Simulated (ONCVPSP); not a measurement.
**Ni (Z = 28): excitation energies, all-electron against ONCV**

- Element: Ni (Z = 28)
- Generator: ONCVPSP 4.0.1
- Type: optimised norm-conserving Vanderbilt (ONCV)
- Functional: PBE
- Relativity: scalar-relativistic
- Frozen core: [Ne]
- Valence charge: 18
- Reference configuration: 3s2 3p6 3d8 4s2
- Partial waves: 3s+4s: rc 1.40 bohr, ncon 4, nbas 7, qcut 9.4 1/bohr, 3 projectors, debl 1.6 Ha; 3p: rc 1.15 bohr, ncon 4, nbas 9, qcut 15 1/bohr, 3 projectors, debl 2 Ha; 3d: rc 1.05 bohr, ncon 4, nbas 9, qcut 12.3 1/bohr, 2 projectors, debl 1 Ha
- Local potential: polynomial inside 0.70 bohr (lpopt 5, dvloc0 0 Ha)
- Core correction: Teter function, parameters optimised by the program

In the p channel the program set the typed energies aside and used -2.623, 0.250, 2.250 Ha.

Energies are relative to the spin-unpolarised reference configuration 3s2 3p6 3d8 4s2; without spin polarisation the order of configurations can differ from experiment.

```tsv
valence configuration	charge	ΔE all-electron (eV)	error AE − PS (meV)
3s2 3p6 3d8 4s1	+1	9.323	-0.9
3s2 3p6 3d8 4s0	+2	26.674	-0.6
3s2 3p6 3d7 4s0	+3	64.140	-4.9
3s2 3p6 3d8.5 4s1.5	0	-1.183	+1.1
```

Levels in the configuration 3s2 3p6 3d8 4s0:

```json
{"level": "3s", "all-electron (eV)": "-130.746", "pseudo (eV)": "-130.749"}
{"level": "3p", "all-electron (eV)": "-91.097", "pseudo (eV)": "-91.093"}
{"level": "3d", "all-electron (eV)": "-28.366", "pseudo (eV)": "-28.376"}
```
